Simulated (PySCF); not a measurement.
BH3OF2, closed shell: at the start structure of a reaction step.

run.py

```python
import json, numpy as np
from pyscf import gto, scf, dft, mp, cc
EV, BOHR = 27.211386245988, 0.529177210903
mol = gto.M(atom="""
B -0.574738 -0.516758 -0.291173
H -0.167472 -1.232311 -1.160573
F -0.811256 -1.068433 0.925720
F -1.423269 0.483534 -0.639159
H 0.627441 1.383459 -0.018072
O 0.879648 0.459700 0.107571
H 1.041738 0.332390 1.051106
""", basis="def2-tzvpp", charge=0, spin=0, max_memory=8670, verbose=0)
def mean_field(mol, dm=None):
    mf = dft.RKS(mol, xc="b3lypg").density_fit()
    mf.conv_tol = 1e-9; mf.grids.level = 4
    mf.kernel(dm0=dm)
    if not mf.converged: mf = mf.newton().run(mf.mo_coeff, mf.mo_occ)
    assert mf.converged
    return mf
def d4(mol):
    from pyscf.dispersion.dftd4 import DFTD4Dispersion
    real = gto.M(atom=[(mol.atom_pure_symbol(i), mol.atom_coord(i)) for i in range(7)], unit='B', charge=mol.charge, spin=None, basis='def2-svp', verbose=0)
    r = DFTD4Dispersion(real, xc="b3lyp", atm=True).get_dispersion(grad=True); return r["energy"], r["gradient"]
def energy_and_gradient(mol, dm=None):
    mf = mean_field(mol, dm); e, g = d4(mol)
    return mf, (mf.e_tot + e) * EV, (mf.nuc_grad_method().kernel()[:7] + g) * EV / BOHR
out = {}
mf = mean_field(mol); e = d4(mol)[0]
out.update(energy=(mf.e_tot + e) * EV, converged=True, dispersion=e * EV)
out['s2'] = mf.spin_square()[0]; out['nelec'] = mol.nelec
print(f"Total energy {out['energy']:.6f} eV, <S^2> {out['s2']:.4f}")
json.dump(out, open("out.json", "w"), default=float)
```

Command:

```bash
OMP_NUM_THREADS=4 python run.py
```

It printed (PySCF 2.14):

```
Total energy -8213.380865 eV, <S^2> 0.0000
```

Hardware: 4 CPU threads of an Arm Neoverse V1, shared host. Wall time 6.9 s; peak host memory 0.61 GiB.
